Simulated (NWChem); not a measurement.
SnHOBrF$_{2}$; SMILES [OH][Sn]([F])([F])[Br]

```xyz
6

O      1.8478     1.2621     0.0000
Sn     0.0185     0.5832     0.0000
F     -0.9338     1.2933     1.5081
F     -0.9338     1.2933    -1.5081
Br    -0.0218    -1.8505     0.0000
H      1.8658     2.2292     0.0000
```
Atoms are numbered in this order, from 1.

Program: NWChem. Structure relaxed at the PBE0/def2-SVP level. No frequency run checked for a minimum. def2 effective core potentials on Sn; no spin-orbit coupling.

**Question.** Predict the results for N12/def2-SVP. Quantities: highest occupied level (eV); orbital gap (eV); dipole (D).

**Answer.** 
```
Quantity                     Value
---------------------------  -----
highest occupied level (eV)  -7.80
orbital gap (eV)              3.91
dipole (D)                    1.32
```
